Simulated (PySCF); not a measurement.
CH5GaN, SMILES [CH3][Ga+][NH2], charge +1.

Geometry optimised at ωB97X-D3(BJ)/def2-SVP. The multiplicity is an assumed one; other spin states were not compared. The isomer is the one that the SMILES or the coordinates give; other isomers of the formula were not compared. One conformer was computed; it need not be the lowest.

Level of theory: M06-2X/def2-TZVPD run with PySCF.

**Question.** Estimate the frontier levels, gap, dipole moment and polarisability. (An estimate is asked for; the answer gives what the named calculation found.)

**Answer.** 
```json
{
 "highest_occupied_level": "-14.78 eV",
 "lowest_empty_level": "-6.10 eV",
 "orbital_gap": "8.68 eV",
 "dipole_moment_about_the_centre_of_nuclear_charge": "0.19 D",
 "mean_static_polarisability": "40.5 bohr³ (6.01 Å³)",
 "polarisability_principal_values": "32.0, 32.4, 57.2 bohr³"
}
```
